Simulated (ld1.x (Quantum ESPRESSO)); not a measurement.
## Logarithmic derivatives: hafnium, TM semilocal

```json
{
 "Element": "hafnium",
 "Generator": "ld1.x (Quantum ESPRESSO) 7.5",
 "Type": "norm-conserving Troullier–Martins (semilocal form)",
 "Functional": "PBE",
 "Relativity": "scalar-relativistic",
 "Frozen core": "[Kr] 4d10 4f14",
 "Valence charge": "12",
 "Reference configuration": "5s2 5p6 5d2 6s0 6p0 (charge +2)",
 "Partial waves": "5p (bound): rc 1.70 bohr; 5d (bound): rc 3.00 bohr; 5s (bound): rc 1.50 bohr",
 "Local potential": "the s channel",
 "Core correction": "none"
}
```

The phase is arctan(r·u′/u) with u = r·R(r), unwrapped; energies in Ry, scanned from -8 to 5 Ry. A pole is an energy at which the radial function vanishes at the test radius. The pseudo phase is shifted by a multiple of π to meet the all-electron one at the reference energy, and phase errors are pseudo minus all-electron; the curves can meet again beyond the range given. Levels narrower than the energy grid can be missing from the lists of poles. n/a: not evaluated, since a narrow level or a reset projector energy made the automatic matching unsafe.

Q: For each channel, where are the poles, and over which energies does the pseudopotential scatter like the atom?

A:

```json
{"channel": "s", "radius (bohr)": "3.25", "reference energy (Ry)": "-6.03", "poles, all-electron": "-0.18", "poles, pseudo": "-0.36, 4.58", "unbroken range about the reference energy with phases within 0.05 rad": "n/a", "phase error 1 Ry above the reference energy (rad)": "n/a"}
{"channel": "p", "radius (bohr)": "3.25", "reference energy (Ry)": "-3.72", "poles, all-electron": "-3.69, 0.96", "poles, pseudo": "-3.69, 0.85", "unbroken range about the reference energy with phases within 0.05 rad": "below -1.0", "phase error 1 Ry above the reference energy (rad)": "-0.000"}
{"channel": "d", "radius (bohr)": "3.25", "reference energy (Ry)": "-1.23", "poles, all-electron": "-0.95, 3.03", "poles, pseudo": "-0.94, 3.23", "unbroken range about the reference energy with phases within 0.05 rad": "below 0.2", "phase error 1 Ry above the reference energy (rad)": "+0.015"}
```

Phases in the p channel:

| E (Ry) | all-electron | pseudo |
| --- | --- | --- |
| -8.00 | 1.451 | 1.451 |
| -7.76 | 1.448 | 1.448 |
| -7.52 | 1.446 | 1.446 |
| -7.28 | 1.443 | 1.443 |
| -7.04 | 1.440 | 1.440 |
| -6.80 | 1.438 | 1.438 |
| -6.56 | 1.434 | 1.434 |
| -6.32 | 1.431 | 1.431 |
| -6.08 | 1.427 | 1.427 |
| -5.84 | 1.423 | 1.423 |
| -5.60 | 1.419 | 1.419 |
| -5.36 | 1.414 | 1.414 |
| -5.12 | 1.408 | 1.408 |
| -4.88 | 1.401 | 1.401 |
| -4.64 | 1.394 | 1.394 |
| -4.40 | 1.384 | 1.384 |
| -4.16 | 1.369 | 1.369 |
| -3.92 | 1.334 | 1.334 |
| -3.68 | -1.632 | -1.632 |
| -3.44 | -1.752 | -1.752 |
| -3.20 | -1.777 | -1.777 |
| -2.96 | -1.797 | -1.797 |
| -2.72 | -1.818 | -1.818 |
| -2.48 | -1.843 | -1.843 |
| -2.24 | -1.873 | -1.874 |
| -2.00 | -1.915 | -1.916 |
| -1.76 | -1.974 | -1.976 |
| -1.52 | -2.065 | -2.070 |
| -1.28 | -2.224 | -2.237 |
| -1.04 | -2.550 | -2.587 |
| -0.80 | -3.219 | -3.299 |
| -0.56 | -3.926 | -3.986 |
| -0.32 | -4.283 | -4.317 |
| -0.08 | -4.455 | -4.479 |
| 0.16 | -4.554 | -4.572 |
| 0.40 | -4.619 | -4.634 |
| 0.64 | -4.665 | -4.680 |
| 0.88 | -4.702 | -4.717 |
| 1.12 | -4.733 | -4.749 |
| 1.36 | -4.761 | -4.779 |
| 1.60 | -4.788 | -4.809 |
| 1.84 | -4.816 | -4.841 |
| 2.08 | -4.846 | -4.879 |
| 2.32 | -4.881 | -4.928 |
| 2.56 | -4.926 | -4.996 |
| 2.80 | -4.988 | -5.106 |
| 3.04 | -5.082 | -5.318 |
| 3.28 | -5.250 | -5.821 |
| 3.52 | -5.611 | -6.721 |
| 3.76 | -6.375 | -7.262 |
| 4.00 | -7.074 | -7.486 |
| 4.24 | -7.388 | -7.599 |
| 4.48 | -7.537 | -7.667 |
| 4.72 | -7.622 | -7.713 |
| 4.96 | -7.677 | -7.746 |
